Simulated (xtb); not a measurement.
xtb input:

```bash
xtb mol.xyz --gfn 1 --sp --chrg -1 --uhf 0
```
mol.xyz:
```
9

O     -2.21011806     1.58059371    -0.76287935
C     -1.04177073     0.92823102    -0.39043481
C      0.16262589     1.70224252    -0.25001529
C      1.18368150     0.91518891     0.11199617
Se     0.69299814    -0.99921501     0.32398805
C     -1.02851199    -0.41330456    -0.16160884
H     -1.90153954     2.49572982    -0.84757924
H      2.22356679     1.13854250     0.30813948
H     -1.85916739    -1.09985911    -0.23274237
```

**Question.** Which total energy does the run end on?

**Answer.** -18.23649 Eh (GFN1-xTB).

It need not be the lowest isomer of its formula. Whether it binds its extra electron was not tested at this geometry.
